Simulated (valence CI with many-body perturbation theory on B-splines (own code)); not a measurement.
Values are calculated unless marked as measured or tabulated.
## Level structure of Bi⁺

Level of theory: relativistic CI+MBPT: four valence electrons over a frozen Dirac-Fock core [Xe] 4f14 5d10, radial functions for each j: 9 s, 9 p, 8 d, 6 f, 3 g, 1 h, with the one-electron correlation potential Σ1 (screened to all orders), the two-electron term Σ2, the three-electron term Σ3, Breit, model QED; selected single and double excitations, second order for the rest, scaled by the run's own slope (own B-spline code, finite nucleus).

Set against measurement, 25 paired levels are off by 175 cm⁻¹ on average, the worst by 517. These come from a selection out of the NIST Handbook of Basic Atomic Spectroscopic Data. Levels without a partner in it may be off by more. Among the levels kept, up to 340 cm⁻¹ of a level comes from second order outside the variational space, and about a tenth of that is noise between levels of different J, which matters for small intervals.

Levels 1 to 45 of 46, with energies above the lowest level, (6s^2 6p1/2^2) J=0. "Leading %" is the weight of the configuration and term that name the level; weights of strongly mixed levels are sums over their largest components and can fall short, so below about 35 % the name and the second component can differ from the true leading terms, or belong to a minority configuration. In the jj column 3d3/2^4 stands for four electrons in 3d with j = 3/2.

| No. | Configuration | Term | J | E (cm⁻¹) | Leading % | Leading jj | Second component |
| --- | --- | --- | --- | --- | --- | --- | --- |
| 1 | 6s2 6p2 | 3P | 0 | 0.0 | 80 | 6s^2 6p1/2^2 (94 %) | 17 % 6s2 6p2 1S |
| 2 | 6s2 6p2 | 3P | 1 | 13627 | 97 | 6s^2 6p1/2 6p3/2 (97 %) |  |
| 3 | 6s2 6p2 | 3P | 2 | 17262 | 48 | 6s^2 6p1/2 6p3/2 (94 %) | 48 % 6s2 6p2 1D |
| 4 | 6s2 6p2 | 3P | 2 | 34395 | 48 | 6s^2 6p3/2^2 (93 %) | 48 % 6s2 6p2 1D |
| 5 | 6s2 6p2 | 1S | 0 | 44439 | 78 | 6s^2 6p3/2^2 (92 %) | 17 % 6s2 6p2 3P |
| 6 | 6s2 6p 7s | 3P° | 0 | 69352 | 95 | 6s^2 6p1/2 7s (95 %) |  |
| 7 | 6s2 6p 7s | 3P° | 1 | 69829 | 66 | 6s^2 6p1/2 7s (94 %) | 28 % 6s2 6p 7s 1P° |
| 8 | 6s 6p3 | 5S° | 2 | 75877 | 55 | 6s 6p1/2^2 6p3/2 (59 %) | 17 % 6s 6p3 3P° |
| 9 | 6s2 6p 6d | 3F° | 2 | 79223 | 68 | 6s^2 6p1/2 6d3/2 (92 %) | 20 % 6s2 6p 6d 1D° |
| 10 | 6s2 6p 6d | 3D° | 1 | 80699 | 46 | 6s^2 6p1/2 6d3/2 (72 %) | 16 % 6s2 6p 6d 1P° |
| 11 | 6s2 6p 6d | 3D° | 2 | 82119 | 27 | 6s^2 6p1/2 6d5/2 (66 %) | 25 % 6s 6p3 5S° |
| 12 | 6s2 6p 6d | 3F° | 3 | 82412 | 51 | 6s^2 6p1/2 6d5/2 (89 %) | 24 % 6s2 6p 6d 3D° |
| 13 | 6s2 6p 7p | 3D | 1 | 84229 | 68 | 6s^2 6p1/2 7p1/2 (95 %) | 24 % 6s2 6p 7p 1P |
| 14 | 6s2 6p 7p | 3P | 0 | 87101 | 71 | 6s^2 6p1/2 7p1/2 (94 %) | 24 % 6s2 6p 7p 1S |
| 15 | 6s2 6p 7p | 3P | 1 | 88515 | 47 | 6s^2 6p1/2 7p3/2 (95 %) | 25 % 6s2 6p 7p 3S |
| 16 | 6s2 6p 7p | 3D | 2 | 88732 | 54 | 6s^2 6p1/2 7p3/2 (94 %) | 26 % 6s2 6p 7p 1D |
| 17 | 6s2 6p 7s | 3P° | 2 | 89288 | 94 | 6s^2 6p3/2 7s (94 %) |  |
| 18 | 6s2 6p 7s | 1P° | 1 | 90326 | 56 | 6s^2 6p3/2 7s (81 %) | 25 % 6s2 6p 7s 3P° |
| 19 | 6s 6p3 | 3D° | 1 | 94527 | 40 | 6s 6p1/2^2 6p3/2 (46 %) | 13 % 6s 6p3 3P° |
| 20 | 6s 6p3 | 3D° | 2 | 95055 | 41 | 6s 6p1/2 6p3/2^2 (41 %) | 19 % 6s2 6p 6d 1D° |
| 21 | 6s 6p3 | 3D° | 3 | 96259 | 43 | 6s 6p1/2 6p3/2^2 (43 %) | 28 % 6s2 6p 6d 3D° |
| 22 | 6s2 6p 6d | 3P° | 2 | 99331 | 26 | 6s^2 6p3/2 6d5/2 (44 %) | 26 % 6s2 6p 6d 1D° |
| 23 | 6s2 6p 6d | 3F° | 4 | 99867 | 94 | 6s^2 6p3/2 6d5/2 (94 %) |  |
| 24 | 6s2 6p 6d | 3P° | 0 | 100255 | 45 | 6s^2 6p3/2 6d3/2 (45 %) | 29 % 6s2 6p 8s 3P° |
| 25 | 6s2 6p 6d | 3P° | 1 | 100674 | 32 | 6s^2 6p1/2 8s (46 %) | 31 % 6s2 6p 8s 3P° |
| 26 | 6s2 6p 8s | 3P° | 1 | 101034 | 31 | 6s^2 6p1/2 8s (46 %) | 26 % 6s2 6p 6d 3P° |
| 27 | 6s2 6p 8s | 3P° | 0 | 101137 | 66 | 6s^2 6p1/2 8s (66 %) | 24 % 6s2 6p 6d 3P° |
| 28 | 6s2 6p 6d | 3D° | 2 | 102682 | 39 | 6s^2 6p3/2 6d5/2 (40 %) | 28 % 6s2 6p 6d 3P° |
| 29 | 6s2 6p 6d | 1F° | 3 | 103250 | 35 | 6s^2 6p3/2 6d3/2 (51 %) | 15 % 6s2 6p 6d 3F° |
| 30 | 5f 6s2 6p | 3F | 2 | 105177 | 23 | 5f5/2 6s^2 6p1/2 (51 %) | 16 % 6s2 6p 7p 3D |
| 31 | 5f 6s2 6p | 3D | 3 | 105297 | 43 | 5f7/2 6s^2 6p1/2 (74 %) | 24 % 5f 6s2 6p 1F |
| 32 | 6s2 6p 7d | 3F° | 2 | 105363 | 65 | 6s^2 6p1/2 7d3/2 (90 %) | 20 % 6s2 6p 7d 1D° |
| 33 | 5f 6s2 6p | 3G | 3 | 105476 | 66 | 5f5/2 6s^2 6p1/2 (83 %) | 18 % 5f 6s2 6p 3F |
| 34 | 6s2 6p 7p | 3P | 1 | 105499 | 40 | 6s^2 6p3/2 7p1/2 (75 %) | 31 % 6s2 6p 7p 1P |
| 35 | 5f 6s2 6p | 3G | 4 | 105729 | 40 | 5f7/2 6s^2 6p1/2 (95 %) | 30 % 5f 6s2 6p 1G |
| 36 | 5f 6s2 6p | 3F | 2 | 106534 | 23 | 6s^2 6p3/2 7p1/2 (44 %) | 20 % 6s2 6p 7p 3D |
| 37 | 6s2 6p 8p | 3D | 1 | 106604 | 68 | 6s^2 6p1/2 8p1/2 (92 %) | 21 % 6s2 6p 8p 1P |
| 38 | 6s2 6p 7d | 3D° | 1 | 106886 | 26 | 6s^2 6p1/2 7d3/2 (52 %) | 22 % 6s2 6p 6d 1P° |
| 39 | 6s2 6p 8p | 3P | 0 | 107479 | 64 | 6s^2 6p1/2 8p1/2 (92 %) | 28 % 6s2 6p 8p 1S |
| 40 | 6s2 6p 7d | 3P° | 2 | 107779 | 37 | 6s^2 6p1/2 7d5/2 (80 %) | 28 % 6s2 6p 7d 3D° |
| 41 | 6s2 6p 8p | 3P | 1 | 108178 | 39 | 6s^2 6p1/2 8p3/2 (77 %) | 20 % 6s2 6p 8p 3S |
| 42 | 6s2 6p 7d | 3F° | 3 | 108248 | 29 | 6s^2 6p1/2 7d5/2 (60 %) | 26 % 6s2 6p 6d 1F° |
| 43 | 6s2 6p 6d | 1P° | 1 | 108306 | 36 | 6s^2 6p3/2 6d5/2 (38 %) | 21 % 6s2 6p 7d 3D° |
| 44 | 6s2 6p 8p | 3D | 2 | 108449 | 41 | 6s^2 6p1/2 8p3/2 (82 %) | 26 % 6s2 6p 8p 1D |
| 45 | 6s2 6p 7p | 3D | 3 | 108470 | 84 | 6s^2 6p3/2 7p3/2 (84 %) |  |

Where two levels of one J and parity lie close, their mixing, g and order are uncertain.

The ionisation energy to 6s2 6p 2P°_1/2 of the next ion comes out as 16.667 eV (NIST: 16.703 ± 0.004 eV (measured)). All 46 levels together are meant to be complete up to 109538 cm⁻¹.
